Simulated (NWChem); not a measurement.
Species: C2H9NSi; SMILES C[C@@H](N)[SiH3]

```xyz
13

C     -1.2039     1.2369     0.1087
C      0.0201     0.4856    -0.3983
N      1.2380     1.1332     0.0919
Si    -0.0275    -1.3735     0.0367
H     -1.1235     2.3045    -0.1504
H     -1.2909     1.1685     1.2064
H     -2.1350     0.8384    -0.3225
H      0.0318     0.5626    -1.5010
H      2.0712     0.6860    -0.2863
H      1.3025     1.0498     1.1065
H      1.2001    -2.0373    -0.5082
H     -0.0035    -1.5167     1.5289
H     -1.2308    -2.0943    -0.4927
```
Atoms are numbered in this order, from 1.

All runs: NWChem. Medium grid unless said otherwise, to which SCAN and Minnesota functionals are sensitive. Coordinates come from a PBE0/def2-SVP optimisation. Hybrids' shares of exact exchange are those that their runs print; pure functionals count as 0. The functionals differ in more than this share.

| row | share of exact exchange | orbital gap (eV) |
|---|---|---|
| PBE/def2-TZVP | 0.00 | 4.94 |
| LDA (Slater exchange, VWN5)/def2-TZVP | 0.00 | 4.83 |
| TPSSh/def2-TZVP | 0.10 | 6.10 |
| B3LYP/def2-TZVP | 0.20 | withheld |
| PBE0/def2-TZVP | 0.25 | 7.08 |
| M06-2X/def2-TZVP | 0.54 | 9.02 |

Question: Fit a straight line of the last column on the one before it, predict the withheld value, and compare with the run.

Answer: 
1. Means of the 5 shown rows: x = 0.178, y = 6.394. Slope Σ(x − x̄)(y − ȳ)/Σ(x − x̄)² = 1.560/0.2057 = 7.585; intercept 5.044.
2. The shown rows scatter about the line by 0.189 (root mean square); the largest residual is +0.30, at TPSSh/def2-TZVP.
3. At x = 0.20 (B3LYP/def2-TZVP; inside the shown range) the line gives 6.56.
4. The run gives 6.61, +0.05 from the line, 0.3 times the scatter.
